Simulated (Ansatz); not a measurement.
Species: vinylidene fluoride, C2H2F2, net charge 0, singlet state. SMILES: C(F)(F)=C
Geometry: optimised at B3LYP-D3(BJ)/def2-TZVP (Ansatz, a first-principles code).

Property: atomisation energy (electronic, to ground-state atoms); the coupled-cluster value holds the core correlation from cc-pwCVTZ, in kcal/mol. Cores are frozen in the correlated levels unless marked. UHF or UKS for open shells. No spin-orbit coupling. Non-relativistic. CBS(X,Y): correlation extrapolated as X^-3; Hartree-Fock from the larger set. [CCSD(T)-MP2]/basis is that difference in the basis named.

Level to compare with: RI-MP2/CBS(aug-cc-pVTZ,aug-cc-pVQZ)+[CCSD(T)-MP2]/aug-cc-pVTZ plus the core term (Ansatz), 587.9 kcal/mol. It is a level with limits of its own, and the differences hold the functionals' basis error too.

Rank these functionals by how close they come to RI-MP2/CBS(aug-cc-pVTZ,aug-cc-pVQZ)+[CCSD(T)-MP2]/aug-cc-pVTZ, closest first: r2SCAN/def2-TZVPD (Ansatz); r2SCAN0/def2-TZVPD (Ansatz); SVWN5/def2-TZVPD (Ansatz).

r2SCAN/def2-TZVPD (meta-GGA, 589.6 kcal/mol, difference 1.7), r2SCAN0/def2-TZVPD (hybrid meta-GGA, 572.8 kcal/mol, difference -15.1), SVWN5/def2-TZVPD (LDA, 698.0 kcal/mol, difference 110.1)
